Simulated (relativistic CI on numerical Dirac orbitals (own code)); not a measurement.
**What each ingredient does to the levels of In28+**

Base calculation: Dirac-Coulomb-Breit CI, orbitals from a KLI potential per configuration, model QED, unscaled Slater integrals.

Configurations in the expansion (outside the closed core [Ne]): 3s²3p⁶3d³, 3s²3p⁵3d⁴, 3s3p⁶3d⁴, 3s²3p⁶3d²4s, 3s²3p⁶3d²4p, 3s²3p⁶3d²4d, 3s²3p⁵3d³4s, 3s²3p⁶3d²4f, 3s²3p⁵3d³4p, 3s3p⁶3d³4s, 3s²3p⁶3d4s4p, 3p⁶3d⁴4p, 3s3p⁶3d³4p, 3s²3p⁶3d²5s, 3s²3p⁶3d²5p, 3s²3p⁶3d²5d, 3s²3p⁶3d4p4d, 3s²3p⁶3d²5f, 3s²3p⁶3d²5g, 3s²3p⁶3d²6s, 3s²3p⁶3d²6p, 3p⁶3d⁵, 3p⁵3d⁶, 3p⁵3d⁵4s, 3s²3p⁶3d4s², 3s²3p⁶4s²4p, 3s²3p⁶4s²4d, 3p⁶3d⁴4s, 3p⁵3d⁴4s², 3s²3p⁶3d4p², 3s²3p⁶4s4p², 3s²3p⁶4p³, 3s²3p⁶4p²4d, 3s²3p⁵3d4s4p², 3s²3p⁶3d4s4d, 3s²3p⁶4s4p4d, 3s²3p⁶4s4d², 3s²3p⁵3d4s²4d, 3s²3p⁶3d4d², 3s²3p⁶4p4d², 3s²3p⁶4d³, 3s²3p⁵3d4s4d², 3s3p⁶3d²4s², 3s3p⁶3d4s²4p, 3s3p⁶3d4s²4d. Double excitations out of closed p, d and f shells are left out; levels of such configurations are missing from the list, as are those of other unlisted configurations, and high levels can miss mixing partners. These lack a partner that the ground configuration has and come out too high: 3s²3p⁵3d³4p.

Variants: (1) valence Slater integrals scaled by 0.9; (2) only the first configuration; (3) one mean potential for all configurations. Shifts of the energy above 3s²3p⁶3d³ ⁴F3/2, in cm⁻¹, for the lowest level and the first level of each name with at least 55 % of one term (blank where a level changes its place among those of its configuration and J or its character, or is not in the variant):

| Level | Base | Δ(1) | Δ(2) | Δ(3) |
| --- | --- | --- | --- | --- |
| 3s²3p⁶3d³ ⁴F3/2 | 0 | 0 | 0 | 0 |
| 3s²3p⁶3d³ ⁴F5/2 | 46386 | +1713 | -388 | +29 |
| 3s²3p⁶3d³ ⁴F7/2 | 78077 | +442 | -319 | +37 |
| 3s²3p⁶3d³ ⁴P1/2 | 109772 | -4812 | +2257 | +14 |
| 3s²3p⁶3d³ ²G7/2 | 149519 | -3294 | +278 | +42 |
| 3s²3p⁶3d³ ⁴P5/2 | 162055 | -5336 | +2682 | +38 |
| 3s²3p⁶3d³ ²P1/2 | 195057 | -5969 | +1570 | +37 |
| 3s²3p⁶3d³ ²H11/2 | 205040 | -7361 | -1784 | +47 |
| 3s²3p⁶3d³ ²D5/2 | 222455 | -7646 | +4179 | +48 |
| 3s²3p⁶3d³ ²G9/2 | 244128 | -4380 | -273 | +77 |
| 3s²3p⁶3d³ ²F5/2 | 252070 | -14304 | +2658 | +18 |
| 3s²3p⁶3d³ ²F7/2 | 258164 | -12910 | +2422 | +30 |
| 3s²3p⁶3d³ ²P3/2 | 269701 | -7224 | +1493 | +64 |
| 3s²3p⁵3d⁴ ⁶D°5/2 | 1285536 | +20635 |  | -241 |
| 3s²3p⁵3d⁴ ⁶D°7/2 | 1297023 | +21844 |  | -249 |
| 3s²3p⁵3d⁴ ⁶D°9/2 | 1311922 | +21178 |  | -250 |
| 3s²3p⁵3d⁴ ⁶D°1/2 | 1318554 | +18757 |  | -239 |
| 3s²3p⁵3d⁴ ⁶F°11/2 | 1368612 | +13697 |  | -224 |
| 3s²3p⁵3d⁴ ⁴D°1/2 | 1413084 | +12376 |  | -228 |
| 3s²3p⁵3d⁴ ⁴H°13/2 | 1450522 | +8079 |  | -207 |
| 3s²3p⁵3d⁴ ⁴I°15/2 | 1470749 | +6062 |  | -201 |

At this charge energies of transitions that change n are usually good to better than 1 %, and those within a shell (Δn = 0) to a few per cent. Terms inside the open d or f shell come out 10 to 20 % too wide with unscaled integrals.

Ionisation energy from the two ground configurations alone: base 1575.31 eV; valence Slater integrals scaled by 0.9 1574.94 eV. The NIST ASD value (theoretical) is 1575 eV.

LS names give the leading component of a level, which can be under half, so a name can repeat, a term be missing and a line seem to break the LS rules.
